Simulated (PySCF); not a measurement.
This script is equivalent to a calculation on Cl (chlorine, neutral).

```python
from pyscf import gto, scf, dft, mp, cc
import basis_set_exchange as bse
mol = gto.M(atom="Cl 0 0 0", charge=0, spin=1, symmetry="D2h",
            basis=gto.basis.parse(bse.get_basis("cc-pVTZ-DK", elements=["Cl"], fmt="nwchem", header=False)),
            nucmod="G")
mf = scf.UHF(mol).sfx2c1e()
mf.irrep_nelec = {'Ag': (3, 3), 'B1u': (2, 2), 'B2u': (2, 2), 'B3u': (2, 1)}
mf.kernel()
```

Task: What total energy does it give?

Result: -460.89424 hartree (calculated).

Task: Which occupied shell lies highest, and where?

Result: 3p β, at -13.034 eV.

Task: What is ⟨S²⟩, and what would a pure spin state give?

Result: 0.759, against 0.75.
